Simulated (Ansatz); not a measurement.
Gas-phase electronic energies from Ansatz, PBE0-D4/def2-TZVP geometries. CCSD(T)/CBS is the MP2 limit (def2-TZVPP, def2-QZVPP) plus CCSD(T) − MP2 in def2-TZVPP, frozen cores. This one scheme is used for every species. DFT in def2-TZVPP. B3LYP here is the variant with VWN-RPA as its local correlation; programs differ in this. For Ge outer-core shells are correlated without core-valence functions, which leaves a few kJ/mol of doubt a bond. Scalar relativity is left out up to krypton. Each species was taken in one conformer, which may not be the lowest.

Consider the ligand exchange at a Ge–Cl bond: `[CH3][GeH]([NH2])[Cl]` + H₂S → `[CH3][GeH]([NH2])[SH]` + HCl.

`[CH3][GeH]([NH2])[Cl]`:

```xyz
10

C     0.675   -0.466    1.242
Ge    0.101    0.593   -0.271
N    -0.634   -0.495   -1.536
Cl   -1.348    2.034    0.501
H    -0.179   -0.996    1.664
H     1.426   -1.189    0.924
H     1.097    0.182    2.010
H     1.185    1.438   -0.951
H    -0.931   -0.024   -2.379
H    -1.391   -1.077   -1.205
```

H₂S:

Z-matrix (Å, degrees):
```
S
H 1 1.341
H 1 1.341 2 92.3
```

`[CH3][GeH]([NH2])[SH]`:

```xyz
11

C     0.818   -1.274    0.464
Ge   -0.412    0.171    0.053
N     0.014    0.786   -1.621
S    -0.098    1.960    1.347
H     1.843   -0.915    0.363
H     0.664   -2.113   -0.218
H     0.663   -1.621    1.486
H    -1.885   -0.264    0.255
H     0.088    0.072   -2.333
H    -0.574    1.535   -1.960
H    -1.120    1.663    2.164
```

HCl:

Z-matrix (Å, degrees):
```
Cl
H 1 1.279
```

```tsv
level	ΔE (kcal/mol)
ωB97M-V	10.7
B3LYP	11.3
```

Question: What does CCSD(T)/CBS give? (Best estimate.)

Answer: Ansatz gave: +9.8 kcal/mol. The listed levels differ from it by 0.9, 1.5 kcal/mol.

Largest T1 diagnostic among the species: 0.010.

In def2-TZVPP, CCSD(T) changes the Hartree–Fock value by −3.2 kcal/mol (the triples alone add −0.4 kcal/mol) and MP2 by −3.3 kcal/mol.
